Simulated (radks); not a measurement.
Charge is removed step by step from the 5s1/2 level of the lutetium ion Lu+, starting from [Xe] 4f14 6s2. Calculated with a radial shooting solver on a logarithmic mesh with Libxc functionals: Dirac Kohn-Sham, PBE, spin-unpolarised, spherical densities, point nucleus.

removed (e)  E - E(0) (eV)  eigenvalue (eV)  E minus straight line (eV)
0                    0.000          -69.822                       0.000
0.25                17.905          -73.436                      -1.390
0.5                 36.725          -77.132                      -1.867
0.75                56.478          -80.905                      -1.409
1                   77.183          -84.746                       0.000

Removing the whole electron costs 77.183 eV by Delta-SCF, against 69.822 eV from minus the eigenvalue at the starting occupation. Slater's transition state (half an electron removed) gives 77.132 eV. Integrating minus the eigenvalue over the occupation (Janak's theorem) gives 77.183 eV. The mean slope of the eigenvalue, de/dn, is 14.9 eV per electron.
